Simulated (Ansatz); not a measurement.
`C[O][Sn]([NH2])([O]C)[O]C`. Charge 0, multiplicity 1. Correlated methods include outer-core shells of Sn, which these sets cover unevenly. Sn takes the def2 core potential.

Z-matrix (Å, degrees):
```
C
O 1 1.410
H 1 1.097 2 112.1
H 1 1.093 2 108.0 3 118.9
H 1 1.097 2 112.5 3 -121.9
Sn 2 1.953 1 120.4 3 67.4
O 6 1.942 2 111.0 1 47.6
O 6 1.950 2 110.8 1 -64.7
N 6 2.003 2 104.5 1 168.4
C 7 1.411 6 119.6 2 73.8
C 8 1.409 6 119.5 2 -49.0
H 9 1.012 6 113.9 2 141.1
H 9 1.012 6 112.0 2 17.4
H 10 1.093 7 107.8 6 167.7
H 10 1.097 7 112.7 6 48.5
H 10 1.097 7 111.9 6 -73.6
H 11 1.097 8 112.6 6 57.8
H 11 1.093 8 107.8 6 176.8
H 11 1.098 8 112.5 6 -64.4
```

Give the diagnostics of a CCSD(T)/def2-TZVPP run (frozen core, Ansatz 0.2.0). (Best estimate.)

Computed: T1 = 0.0136, largest single amplitude 0.022, largest double 0.015, (T) share of the correlation energy 3.6 %, 10 CCSD cycles. The RHF solution is stable towards an unrestricted one. T1 lies under the customary mark of 0.02 for closed shells.
